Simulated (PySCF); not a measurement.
Predicted microwave data (PySCF, PBE0-D3(BJ)/def2-SVP geometry optimisation, gas phase) for one isomer of C6H5F:

```
Rotational constants : A = 7022, B = 1149, C = 987.2 MHz
Dipole components    : |μa| = 0.47 D, |μb| = 0.87 D, |μc| = 0.00 D
Inertial defect      : 0.00 u·Å²
κ                    : -0.95
```

**Question.** Which structure is it? (One computed conformer of each.)
A. `CC#CC1(F)C=C1`
B. `FC=C1C=CC=C1`
C. `F/C=C\C#CC=C`
D. `F[C@]12C=C[C@H]1C=C2`

**Answer.** C. It is C=CC#C/C=C\F, a near-prolate asymmetric top, point group Cs. The candidates at the same level (rigid rotor, commonest isotopes):

| SMILES | A (MHz) | B (MHz) | C (MHz) | μa (D) | μb (D) | μc (D) | Δ (u·Å²) | point group | rotor |
| --- | --- | --- | --- | --- | --- | --- | --- | --- | --- |
| C=CC#C/C=C\F | 7022 | 1149 | 987.2 | 0.47 | 0.87 | 0.00 | 0.00 | Cs | near-prolate asymmetric top |
| CC#CC1(F)C=C1 | 6347 | 1457 | 1287 | 0.72 | 2.27 | 0.01 | -33.96 | – | near-prolate asymmetric top |
| F[C@]12C=C[C@H]1C=C2 | 3980 | 3664 | 2462 | 1.74 | 0.00 | 0.60 | -59.64 | Cs | asymmetric top |
| FC=C1C=CC=C1 | 7453 | 1936 | 1537 | 0.15 | 1.02 | 0.00 | 0.00 | Cs | asymmetric top |

`CC#CC1(F)C=C1` has C 30 % too high; `F[C@]12C=C[C@H]1C=C2` has B 219 % too high; `FC=C1C=CC=C1` has B 69 % too high. In the right answer the mirror of this Cs structure is the ab plane, so μc vanishes by symmetry. No structure here is proved a minimum.
